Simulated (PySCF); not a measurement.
Job file and geometry (Å, from GFN2-xTB) of an NMR shielding run on SMILES O=C1[SiH2]O[SiH2][C@@H]1C1CC1, C$_{5}$H$_{10}$O$_{2}$Si$_{2}$, GIAO PBE0/pcSseg-1 NMR shielding, non-relativistic, gas phase in PySCF 2.14.0, density-fitted response routines; density fitting, a coarse starting grid and PySCF grid level 2 are the driver's defaults:

```
$ OMP_NUM_THREADS=1 python probes_run.py task.json out

{"job": {"kind": "nmr", "xc": "PBE0", "basis": "pcSseg-1"}, "charge": 0, "multiplicity": 1}
O      0.309452     2.226648    -0.854818
C      0.853851     1.310915    -0.283205
Si     2.748193     1.110772     0.027199
O      2.750565    -0.532216    -0.025663
Si     1.354729    -1.378017    -0.197042
C      0.125597     0.049179     0.149346
C     -1.265293    -0.054533    -0.417353
C     -2.252401    -0.996274     0.202962
C     -2.437239     0.484632     0.345532
H      3.163152     1.510818     1.365266
H      3.560777     1.580747    -1.081309
H      1.278220    -1.874666    -1.564628
H      1.381077    -2.397988     0.841550
H      0.063744     0.124635     1.242760
H     -1.293815     0.050651    -1.494958
H     -2.925386    -1.539579    -0.442673
H     -1.937431    -1.557755     1.070112
H     -3.235359     0.961123    -0.202250
H     -2.252236     0.930160     1.311709
```

Problem. What does the program print?

Solution. 
```
coarse grid: 17056 points
cycle   1  E = -925.0154954398  dE =  1.496e+00  |g| = 1.075e+00  |ddm| = 4.130e+00
cycle   2  E = -924.4103161805  dE =  6.052e-01  |g| = 2.064e+00  |ddm| = 3.103e+00
cycle   3  E = -925.2264460098  dE = -8.161e-01  |g| = 2.422e-01  |ddm| = 2.418e+00
cycle   4  E = -925.2365747982  dE = -1.013e-02  |g| = 1.205e-01  |ddm| = 3.149e-01
cycle   5  E = -925.2391341453  dE = -2.559e-03  |g| = 3.199e-02  |ddm| = 1.232e-01
cycle   6  E = -925.2393454208  dE = -2.113e-04  |g| = 7.076e-03  |ddm| = 3.355e-02
cycle   7  E = -925.2393551968  dE = -9.776e-06  |g| = 2.010e-03  |ddm| = 8.320e-03
final grid: 156032 points
cycle   8  E = -925.3130165729  dE = -1.892e-05  |g| = 1.533e-02  |ddm| = 3.297e-02
cycle   9  E = -925.3128998333  dE =  1.167e-04  |g| = 2.902e-02  |ddm| = 3.864e-02
cycle  10  E = -925.3130616005  dE = -1.618e-04  |g| = 3.089e-03  |ddm| = 2.627e-02
cycle  11  E = -925.3130635668  dE = -1.966e-06  |g| = 4.085e-04  |ddm| = 2.716e-03
cycle  12  E = -925.3130635898  dE = -2.304e-08  |g| = 2.110e-04  |ddm| = 5.271e-04
cycle  13  E = -925.3130635985  dE = -8.651e-09  |g| = 3.320e-05  |ddm| = 2.051e-04
cycle  14  E = -925.3130635987  dE = -2.046e-10  |g| = 1.110e-05  |ddm| = 4.633e-05
converged SCF energy = -925.3130635987

GIAO shielding tensors (ppm)
atom      isotropic    diamagn.    paramagn.     s11        s22        s33       span
  0 O     -511.170     401.683    -912.853  -1440.923   -488.369    395.782   1836.705
  1 C      -61.736     250.079    -311.815   -155.919   -110.090     80.800    236.720
  2 Si     392.568     880.453    -487.885    325.340    382.809    469.554    144.215
  3 O      308.717     399.276     -90.559    235.520    334.726    355.907    120.387
  4 Si     361.987     880.989    -519.002    331.059    344.036    410.866     79.807
  5 C      126.487     259.357    -132.870     80.171    130.792    168.499     88.328
  6 C      179.717     245.163     -65.446    153.095    167.300    218.757     65.662
  7 C      183.257     254.208     -70.951    153.792    178.348    217.630     63.837
  8 C      177.474     253.921     -76.447    142.029    175.702    214.692     72.664
  9 H       26.658      29.040      -2.382     23.189     24.945     31.841      8.653
 10 H       26.983      28.537      -1.553     23.584     24.776     32.590      9.006
 11 H       26.495      30.446      -3.951     22.821     25.601     31.063      8.242
 12 H       26.181      30.035      -3.855     22.548     25.404     30.590      8.042
 13 H       30.221      35.582      -5.361     25.559     31.204     33.900      8.341
 14 H       31.001      32.707      -1.707     24.568     28.304     40.130     15.561
 15 H       31.344      30.697       0.647     25.561     26.906     41.565     16.004
 16 H       31.904      32.424      -0.520     26.060     29.303     40.347     14.287
 17 H       30.906      30.791       0.115     25.458     26.210     41.049     15.591
 18 H       31.814      32.377      -0.564     26.327     29.128     39.986     13.659
```

Problem. Turn these shieldings into chemical shifts. References, each an isolated molecule treated in the same way: 17O (σref 336.08) against H2O; 13C (σref 186.93) and 29Si (σref 349.16) and 1H (σref 31.72) against TMS.

Solution. Averaging equivalent atoms: O 0: 847.2; O 3: 27.4; C 1: 248.7; C 5: 60.4; C 8: 9.5; C 6: 7.2; C 7: 3.7; Si 4: -12.8; Si 2: -43.4; H 12: 5.54; H 11: 5.22; H 9: 5.06; H 10: 4.73; H 13: 1.50; H 17: 0.81; H 14: 0.72; H 15: 0.37; H 18: -0.10; H 16: -0.19 ppm. Unscaled 17O shifts of doubly bonded oxygen tend to come out too high, by tens of ppm or more. Experimental scales use liquid or dissolved standards, which lie at an offset from isolated H2O (liquid H2O: subtract about 36 ppm).

Size and cost of the density-fitted run: 217 basis functions, 31 s wall time on 1 thread of an Intel Xeon 6975P-C, shared host; peak memory 1 GiB.
